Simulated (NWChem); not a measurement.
**Spin states of silylphosphine (H$_{5}$PSi)**

SMILES: [SiH3]P
```xyz
7

Si    -1.0750     0.0955     0.2241
P      1.1290    -0.0772    -0.3490
H     -1.8516    -0.8869    -0.6096
H     -1.5361     1.4869    -0.1148
H     -1.3593    -0.1700     1.6789
H      1.2981    -1.3190     0.3647
H      1.5638     0.7099     0.7785
```
Charge 0, spin multiplicity 1.

The numbers come from NWChem runs, not from measurements. Structure: optimised with PBE/def2-SVP, a minimum by its harmonic frequencies.

Basis set: def2-TZVP. The gap is E(triplet) − E(singlet) at the geometry of the singlet, so a negative value puts the higher spin lower. Open shells are unrestricted, and the singlet is the closed-shell solution. The triplet is the single determinant that the SCF runs reached; it need not be the lowest triplet, which in molecules with degenerate π orbitals can need several determinants.

Relative cost: rough, from shared machines, SCF included, B3LYP = 1.

The correlated methods keep 10 core orbitals frozen. B3LYP has NWChem's definition, with VWN1-RPA local correlation. GW and range-separated runs recompute their integrals, the others keep them in memory, which bears on the times. The stability of the SCF solutions was not checked. Open-shell Hartree-Fock references start from PBE0 orbitals; any time given for them includes that run.

```
method                        vertical singlet-triplet gap (kcal/mol)  relative cost
----------------------------  ---------------------------------------  -------------
B3LYP                                                           127.7              1
B2PLYP                                                     (withheld)        under 3
HF                                                              121.9        under 3
MP2                                                             135.1        under 3
r2SCAN                                                     (withheld)        under 3
LC-wPBE (omega 0.3 per bohr)                               (withheld)              5
```

Q: Complete the blanks.

A: 
- B2PLYP, vertical singlet-triplet gap (kcal/mol): 130.8
- r2SCAN, vertical singlet-triplet gap (kcal/mol): 126.2
- LC-wPBE (omega 0.3 per bohr), vertical singlet-triplet gap (kcal/mol): 128.4
